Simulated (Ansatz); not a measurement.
Isomers of Au₂Cl₂⁺ (doublet), relaxed with PBE0-D4/def2-SVP; total energies from Ansatz at B2PLYP/def2-TZVP.

| isomer | description | energy (Eh) |
| --- | --- | --- |
| A | point group Cs; 3 × Au–Cl 2.23 to 2.36 Å | -1190.97897 |
| B | point group D2h; 4 × Au–Cl 2.43 Å | -1190.96882 |

In the def2 sets Au takes a core potential; there is no spin–orbit coupling. Correlated methods freeze 10 core orbitals; core or outer-core shells of Au are correlated, in sets that lack core-valence functions.

The isomers come from a short search, and lower ones may exist.

Q: Work out the relative energies (1 Eh = 2625.5 kJ/mol) and the Boltzmann populations at 298 K from electronic energies alone (R = 8.314 J/mol/K).

A: ΔE: A 0.0, B 26.6 kJ/mol. RT = 2.48 kJ/mol. Factors exp(−ΔE/RT): A 1, B 2.2e-05; sum 1.000. Populations: A 100.0 %, B 0.0 %. Zero-point energy, vibrational entropy and symmetry numbers are left out and can shift these; an error of 4 kJ/mol changes a ratio by a factor of 5.0. Over the other density-functional and correlated levels in def2 sets, the gap between A and B ranges from 18 to 37 kJ/mol.
